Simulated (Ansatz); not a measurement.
The same ligand exchange along the group B, Al, Ga.

Gas-phase electronic energies from Ansatz, PBE0-D4/def2-TZVP geometries. CBS: MP2 limit from def2 TZ/QZ plus the TZ coupled-cluster correction, frozen cores. This one scheme is used for every species. For Ga, Ge outer-core shells are correlated without core-valence functions, which leaves a few kJ/mol of doubt a bond. Scalar relativity is left out up to krypton. Each species was taken in one conformer, which may not be the lowest.

(1) Order these by ΔE at CCSD(T)/CBS, lowest first. (Best estimate.)
A. `[NH2][AlH][SiH2]O` + `[SH][GeH3]` → `O[SiH2][S][GeH3]` + `[NH2][AlH2]`
B. `NB[SiH2]O` + `[SH][GeH3]` → `O[SiH2][S][GeH3]` + `BN`
C. `[NH2][GaH][SiH2]O` + `[SH][GeH3]` → `O[SiH2][S][GeH3]` + `[NH2][GaH2]`

Largest T1 diagnostic: 0.014, for `[NH2][GaH2]`.

Results:

(1) B (-24.3 kcal/mol), A (-20.6 kcal/mol), C (-16.0 kcal/mol).
